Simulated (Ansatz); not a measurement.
## Group exchange: C4H10 + HOI → C3H7I + CH4O

Species: C4H10 (butane) `CCCC`, singlet; HOI (hypoiodous acid) `OI`, singlet; C3H7I `CCCI`, singlet; CH4O (methanol) `CO`, singlet. The partners trade CH3 for I: C–CH3 and O–I bonds give way to C–I and O–CH3.

Shapes, held fixed at every level: PBE0-D4/def2-TZVP. Flexible molecules stand in one conformer, not always the lowest. Programs: Ansatz 0.2.0. Electronic energies: no zero-point or thermal term.

| level | kind | ΔE (kJ/mol) | less CCSD(T)/def2-TZVPP |
| --- | --- | --- | --- |
| HF/def2-TZVPP | Hartree–Fock | -67.0 | -9.7 |
| PBE-D4/def2-TZVPP | GGA | -46.7 | +10.6 |
| r2SCAN-D4/def2-TZVPP | meta-GGA | -51.5 | +5.8 |
| B3LYP-D4/def2-TZVPP | global hybrid | -49.6 | +7.7 |
| PBE0-D4/def2-TZVPP | global hybrid | -55.3 | +2.0 |
| MP2/def2-TZVPP | perturbation theory | -65.0 | -7.7 |
| CCSD/def2-TZVPP | coupled cluster or CI | -58.3 | -1.0 |
| CCSD(T)/def2-TZVPP | coupled cluster or CI | -57.3 | 0.0 |

The highest level, CCSD(T)/def2-TZVPP, gives ΔE = -57.3 kJ/mol; the levels span -67.0 to -46.7. The column of differences is taken from that level and isn't an error. No measured value is set beside it here. For atoms past krypton def2 sets carry core potentials with scalar relativity. Correlated rows may include outer-core shells of I, which these sets cover unevenly.
